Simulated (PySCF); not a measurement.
ethylmethylamine (C3H9N), SMILES CCNC. Geometry optimised at B3LYP-D3(BJ)/def2-SVP. The values are those of a single conformer.

Level of theory: B3LYP-D3(BJ)/def2-SVP run with PySCF.

Harmonic wavenumbers (cm⁻¹): 125, 231, 272, 286, 455, 758, 818, 894, 1038, 1056, 1108, 1164, 1197, 1236, 1296, 1371, 1405, 1443, 1458, 1463, 1474, 1479, 1504, 1506, 2892, 2916, 3024, 3029, 3047, 3102, 3103, 3125, 3510. Rotational constants (GHz): 26.21, 3.897, 3.653; symmetry number 1.

**Question.** Work out the zero-point energy and the ideal-gas rigid-rotor harmonic-oscillator thermochemistry at 298.15 K and 1 atm.

**Answer.** ZPE = ½ Σ hcν = ½ × 52787 cm⁻¹ = 75.46 kcal/mol. H − E(el) = 79.58 kcal/mol. Entropy in cal/(mol K): translation 38.15, rotation 24.27, vibration 9.83, total 72.25. G − E(el) = 58.03 kcal/mol. Cp = 20.79 cal/(mol K). Modes under 150 cm⁻¹ make the vibrational entropy uncertain.
